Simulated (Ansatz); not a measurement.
Mn₂Cu₂, relaxed as a multiplicity 9 with UKS r2SCAN-D4/def2-SVP in Ansatz, starting from the GFN2-xTB geometry. Force threshold 0.02 eV/Å.

The charge 0 multiplicity 9 is spin-contaminated (final ⟨S²⟩ up to 21.06, 20.00 for a pure state). The structure comes from a short search, and lower isomers may exist.

Start:

```xyz
4

Cu   -0.3071    1.8167    0.4783
Cu    0.1013   -1.8618    0.3919
Mn   -1.1568   -0.1107   -0.7400
Mn    1.3626    0.1559   -0.1302
```

```csv
step,energy (eV),largest force component (eV/Å),SCF passes
1,-151898.7998,0.401,77
2,-151898.8225,0.097,35
3,-151898.8713,0.118,41
4,-151898.8940,0.243,39
5,-151898.9014,0.217,39
6,-151898.9039,0.253,35
7,-151898.9089,0.043,34
8,-151898.9090,0.005,33
```

Force components are those of the run's own axes.

End:

```xyz
4

Cu   -0.2304    2.0636    0.0524
Cu    0.2287   -2.0640   -0.0454
Mn   -1.2138   -0.1279   -0.2975
Mn    1.2155    0.1283    0.2905
```

By distances, no bond broke or formed. The bond that changes most is Mn3–Mn4, from 2.61 to 2.51 Å (atoms count from 1).

No frequencies were taken in this run, so the end may be a saddle point.

Run time 1.8 min (4 threads of Intel Xeon on a shared host).
